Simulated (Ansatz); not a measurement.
`Sc1ccc(-c2ccc(-c3ccc(S)s3)s2)s1` with charge +1. Total charge 1; doublet. Geometry PBE-D4/def2-SVP.

```xyz
25

S     6.047    1.548   -2.714
C     4.706    1.049   -1.728
C     4.701    0.517   -0.424
C     3.410    0.235    0.039
C     2.395    0.539   -0.891
C     0.989    0.383   -0.761
C    -0.021    0.694   -1.703
C    -1.308    0.414   -1.249
C    -1.340   -0.122    0.061
C    -2.469   -0.517    0.826
C    -2.515   -1.052    2.130
C    -3.810   -1.332    2.581
C    -4.797   -1.015    1.627
S    -6.500   -1.242    1.874
S    -4.099   -0.370    0.170
S     0.284   -0.267    0.708
S     3.092    1.193   -2.371
H     6.997    1.240   -1.785
H     5.618    0.348    0.157
H     3.197   -0.185    1.032
H     0.203    1.114   -2.694
H    -2.219    0.588   -1.839
H    -1.610   -1.229    2.728
H    -4.046   -1.751    3.568
H    -6.905   -0.776    0.658
```

Single mean-field runs in def2-TZVP are fitted with def2-universal-jkfit.

Question: Estimate the α-spin orbital energies around the gap (eV) in Ansatz with PBE-D4/def2-TZVP, PBE0-D4/def2-TZVP.

Answer: 
```csv
orbital,PBE-D4/def2-TZVP,PBE0-D4/def2-TZVP
HOMO−5,-10.12,-11.29
HOMO−4,-10.11,-11.25
HOMO−3,-9.89,-11.02
HOMO−2,-9.80,-10.95
HOMO−1,-8.86,-9.84
HOMO,-8.02,-8.87
LUMO,-6.29,-5.80
LUMO+1,-5.26,-4.54
LUMO+2,-4.80,-3.81
LUMO+3,-4.52,-3.51
LUMO+4,-4.29,-3.41
LUMO+5,-4.24,-3.28
β HOMO,-8.67,-9.37
β LUMO,-7.75,-7.36
```
